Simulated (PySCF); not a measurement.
# Diatomic cations of P with group 13

CCSD(T) with triple-zeta basis sets in PySCF, for the lowest determinant that a PBE0 search found; no spin–orbit coupling. De refers to high-spin ground-configuration atoms (the charge goes to the atom of lower measured ionisation energy or higher electron affinity, which is not always the lowest computed limit).

```json
{"M": "B", "basis": "def2-TZVPPD", "reference, frozen orbitals": "UHF, 6", "charged atom": "B+", "state (unpaired electrons)": "quartet (σ ↑, π ↑↑)", "Re (Å)": "1.872", "ωe (cm⁻¹)": "704", "De (eV)": "2.09"}
{"M": "Ga", "basis": "def2-TZVPPD", "reference, frozen orbitals": "UHF, 14", "charged atom": "Ga+", "state (unpaired electrons)": "quartet (σ ↑, π ↑↑)", "Re (Å)": "2.707", "ωe (cm⁻¹)": "135", "De (eV)": "0.42"}
{"M": "In", "basis": "def2-TZVPPD", "reference, frozen orbitals": "UHF, 9", "charged atom": "In+", "state (unpaired electrons)": "quartet (σ ↑, π ↑↑)", "Re (Å)": "3.069", "ωe (cm⁻¹)": "90.8", "De (eV)": "0.28"}
```

Q: The row for M = Al is missing. Estimate Re, ωe and De as the mean of the rows for B and Ga, and compare with the calculation.

A: The means are 2.289 Å, 420 cm⁻¹ and 1.25 eV. ROHF-CCSD(T) in def2-TZVPPD gives AlP⁺ as a quartet (σ ↑, π ↑↑) with Re = 2.566 Å, ωe = 197 cm⁻¹, De = 0.50 eV, so the estimate is off by -27.6 pm, +113 % and +0.76 eV.

Correlated steps freeze the inner cores (6 to 14 orbitals); shallow outer-core shells are correlated. UHF and ROHF references stand side by side, which adds small steps between rows. Weak bonds: AlP⁺, GaP⁺, InP⁺. Basis-set superposition, not corrected here, can be much of De in a small basis, most of all at correlated wavefunction levels. Spin–orbit coupling is left out, which matters for elements this heavy, above all for dissociation energies. For an ion De counts to the pair picked by the measured ionisation energies or electron affinities, which need not be the lowest pair at this level. States were picked by a PBE0 search and need not be the measured ground states.
